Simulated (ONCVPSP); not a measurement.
## Pseudopotential generation for zinc (Zn): ONCV, PBEsol, fully relativistic.

```json
{"Element": "zinc", "Generator": "ONCVPSP 4.0.1", "Type": "optimised norm-conserving Vanderbilt (ONCV)", "Functional": "PBEsol", "Relativity": "fully relativistic", "Frozen core": "[Ne]", "Valence charge": "20", "Reference configuration": "3s2 3p6 3d10 4s1.5 (charge +0.5)", "Partial waves": "3s+4s: rc 1.20 bohr, ncon 4, nbas 8, qcut 11.6 1/bohr, 2 projectors; 3p: rc 0.85 bohr, ncon 4, nbas 9, qcut 19.3 1/bohr, 1 projector; 3d: rc 0.85 bohr, ncon 5, nbas 9, qcut 17.2 1/bohr, local", "Local potential": "the d channel", "Core correction": "Teter function, fcfact 4.5, rcfact 1.5"}
```

Open shells are filled in proportion to 2j + 1.

All-electron outer shells of the reference configuration (PBEsol, scalar-relativistic, ld1.x):

| shell | level (eV) | outermost node (bohr) | outermost maximum (bohr) |
| --- | --- | --- | --- |
| 2p | -1008.02 | – | 0.15 |
| 3s | -133.55 | 0.28 | 0.59 |
| 3p | -87.88 | 0.25 | 0.59 |
| 3d | -14.77 | – | 0.57 |
| 4s | -9.86 | 0.85 | 2.04 |

Calculated quality:

```json
{
  "Cutoffs needed": "130 Ha and 150 Ha (the cutoffs (Ha) at which the residual kinetic energy of the hardest occupied pseudo-wave falls to 1 and 0.1 mHa per electron)",
  "Ghost test": "no bound ghost flagged; GHOST(+) flagged for s at 319.2 eV",
  "Largest excitation error": "+27 meV (all-electron minus pseudo) for 3s2 3p5 3d10 4s2, out of 4 test configurations",
  "rms error of d²Exc/dni dnj": "8.92 mHa without and 5.94 mHa with the model core"
}
```

Generation and tests took about 4.3 s on one core of a shared server CPU.
